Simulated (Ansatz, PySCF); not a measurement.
Reaction (SMILES): CO (CH4O) [methanol] -> C[O] + H atom (the H-O bond at the site shown breaks; other sites are not compared here)
Each molecule is optimised on its own at B3LYP-D3(BJ)/def2-TZVP (Ansatz, a quantum-chemistry and plane-wave program).

Quantity: bond dissociation energy (electronic energy difference), in eV. Valence correlation only, unless marked. UHF or UKS for open shells. Spin-orbit coupling is left out. No relativistic terms. CBS marks a two-point X^-3 extrapolation of the correlation energy; Hartree-Fock from the larger set. The bracket is a focal-point correction in the basis named.

RI-MP2/CBS(aug-cc-pVTZ,aug-cc-pVQZ)+[CCSD(T)-MP2]/aug-cc-pVTZ (Ansatz) gives 4.93 eV.

Problem. Another calculation gave 4.67 eV. Which level was it?
(A) M06-2X/def2-TZVPD (PySCF)
(B) HF/def2-TZVPD (PySCF)
(C) r2SCAN/def2-TZVPD (Ansatz)
(D) PW6B95/def2-TZVPD (PySCF)

Solution. D, PW6B95/def2-TZVPD (PySCF). The others give 4.56 (r2SCAN), 4.80 (M06-2X), 3.35 (HF) eV.
